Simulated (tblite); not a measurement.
C7H15BO.
SMILES with atom numbers: `[CH3:1][CH2:2][O:3][C@H:4]1[BH:5][CH2:6][CH2:7][CH2:8][CH2:9]1` (hydrogens: H10, H11, H12 on C1; H13, H14 on C2; H15 on C4; H16 on B5; H17, H18 on C6; H19, H20 on C7; H21, H22 on C8; H23, H24 on C9)

Computed with GFN2-xTB (tblite), gas phase: L-BFGS steps from a force-field or distance-geometry start until the largest atomic force falls under 0.01 eV/Å.

Step 25: E = -759.8685 eV
```
atom  x, y, z in Å  |  force x, y, z in eV/Å
C1      3.8177   -0.0883    0.0905   -0.019   0.003  -0.018
C2      2.4734    0.0260   -0.6157    0.024  -0.015  -0.018
O3      1.4902    0.3521    0.3331   -0.007  -0.019  -0.041
C4      0.1463    0.1948   -0.1429   -0.008   0.034  -0.033
B5     -0.4666   -1.2610   -0.0299    0.002  -0.004   0.016
C6     -2.0148   -1.3538   -0.2955   -0.009   0.017  -0.009
C7     -2.7890   -0.2428    0.4357    0.016  -0.032   0.001
C8     -2.1837    1.1289    0.1571   -0.040  -0.015  -0.020
C9     -0.7322    1.2071    0.6181   -0.034  -0.014  -0.003
H10     3.8015   -0.9203    0.7901   -0.015   0.015  -0.026
H11     4.6058   -0.2489   -0.6416   -0.001   0.016   0.044
H12     4.0171    0.8220    0.6502    0.008  -0.002  -0.051
H13     2.5166    0.8093   -1.3976   -0.005  -0.046   0.064
H14     2.2304   -0.9256   -1.1180   -0.012   0.017   0.066
H15     0.1217    0.5060   -1.2054    0.043   0.026  -0.003
H16     0.1846   -2.1895    0.2537    0.029  -0.003  -0.030
H17    -2.1762   -1.2072   -1.3688   -0.030  -0.051  -0.009
H18    -2.4487   -2.3236   -0.0450   -0.016   0.027   0.000
H19    -2.7552   -0.4338    1.5095   -0.006  -0.022   0.037
H20    -3.8385   -0.2575    0.1291    0.026   0.019   0.002
H21    -2.2412    1.3341   -0.9136    0.032   0.020  -0.048
H22    -2.7679    1.8961    0.6695    0.003   0.007   0.039
H23    -0.3365    2.2120    0.4619    0.010   0.011   0.013
H24    -0.6664    0.9836    1.6832    0.010   0.011   0.028
```

Step 26: E = -759.8698 eV
```
atom  x, y, z in Å  |  force x, y, z in eV/Å
C1      3.8147   -0.0877    0.0901   -0.003   0.001  -0.003
C2      2.4713    0.0198   -0.6165    0.025  -0.011  -0.022
O3      1.4914    0.3492    0.3347   -0.026  -0.007  -0.079
C4      0.1470    0.1977   -0.1425   -0.014   0.028  -0.038
B5     -0.4634   -1.2595   -0.0365   -0.007  -0.009   0.024
C6     -2.0127   -1.3534   -0.2938   -0.017   0.021  -0.004
C7     -2.7875   -0.2417    0.4364    0.011  -0.044  -0.007
C8     -2.1834    1.1300    0.1563   -0.040  -0.024  -0.012
C9     -0.7330    1.2073    0.6202   -0.020  -0.011  -0.004
H10     3.8004   -0.9135    0.7958   -0.023  -0.022  -0.014
H11     4.6057   -0.2505   -0.6371    0.010   0.016   0.020
H12     4.0091    0.8248    0.6464    0.019   0.032  -0.046
H13     2.5130    0.7994   -1.4027   -0.013  -0.047   0.076
H14     2.2289   -0.9343   -1.1153   -0.015   0.026   0.080
H15     0.1235    0.5134   -1.2043    0.046   0.020   0.012
H16     0.1929   -2.1882    0.2358    0.020   0.000  -0.033
H17    -2.1756   -1.2090   -1.3677   -0.035  -0.055   0.003
H18    -2.4456   -2.3231   -0.0403   -0.011   0.031  -0.006
H19    -2.7554   -0.4298    1.5110    0.004  -0.029   0.026
H20    -3.8369   -0.2582    0.1300    0.020   0.021  -0.004
H21    -2.2402    1.3356   -0.9145    0.035   0.016  -0.041
H22    -2.7687    1.8962    0.6687    0.003   0.015   0.038
H23    -0.3379    2.2122    0.4683    0.021   0.036   0.002
H24    -0.6692    0.9829    1.6851    0.009  -0.004   0.032
```

Question: Estimate the geometry and energy of step 27. (The exact step hangs on the optimiser's Hessian estimate; all steps are aligned on step 26, rigid shifts and turns removed.)

Answer: E = -759.8712 eV, largest force 0.093 eV/Å
```
atom  x, y, z in Å  |  force x, y, z in eV/Å
C1      3.8114   -0.0869    0.0898    0.019  -0.001   0.017
C2      2.4694    0.0129   -0.6176    0.012  -0.006  -0.009
O3      1.4923    0.3469    0.3348   -0.041   0.013  -0.083
C4      0.1475    0.2012   -0.1424   -0.018   0.012  -0.034
B5     -0.4598   -1.2580   -0.0435   -0.015  -0.008   0.022
C6     -2.0106   -1.3528   -0.2919   -0.018   0.014   0.001
C7     -2.7858   -0.2410    0.4373    0.001  -0.036  -0.010
C8     -2.1837    1.1309    0.1552   -0.021  -0.019   0.002
C9     -0.7343    1.2073    0.6229    0.003   0.001  -0.003
H10     3.7984   -0.9059    0.8018   -0.027  -0.057   0.003
H11     4.6061   -0.2518   -0.6315    0.023   0.013  -0.011
H12     4.0006    0.8286    0.6413    0.028   0.066  -0.036
H13     2.5093    0.7872   -1.4080   -0.017  -0.030   0.062
H14     2.2265   -0.9438   -1.1102   -0.014   0.013   0.076
H15     0.1262    0.5219   -1.2030    0.038   0.015   0.014
H16     0.2029   -2.1872    0.2142    0.002   0.008  -0.035
H17    -2.1755   -1.2119   -1.3663   -0.037  -0.052   0.012
H18    -2.4433   -2.3217   -0.0353   -0.003   0.022  -0.007
H19    -2.7556   -0.4258    1.5131    0.017  -0.035   0.004
H20    -3.8348   -0.2585    0.1311    0.005   0.017  -0.012
H21    -2.2381    1.3373   -0.9162    0.030   0.006  -0.017
H22    -2.7695    1.8964    0.6683    0.003   0.016   0.026
H23    -0.3392    2.2127    0.4759    0.025   0.048  -0.009
H24    -0.6724    0.9819    1.6878    0.005  -0.019   0.023
```

The energy changes by -0.0014 eV. The first-order estimate −F·Δx gives -0.0020 eV and the mean of the old and new forces, exact on a quadratic surface, -0.0014 eV. The step makes an angle of 78° with the force vector and moves no atom by more than 0.024 Å.

What follows is the cost of the whole relaxation. The run took 1.3 s wall on Arm Neoverse N1, one thread, no GPU, on a shared host.
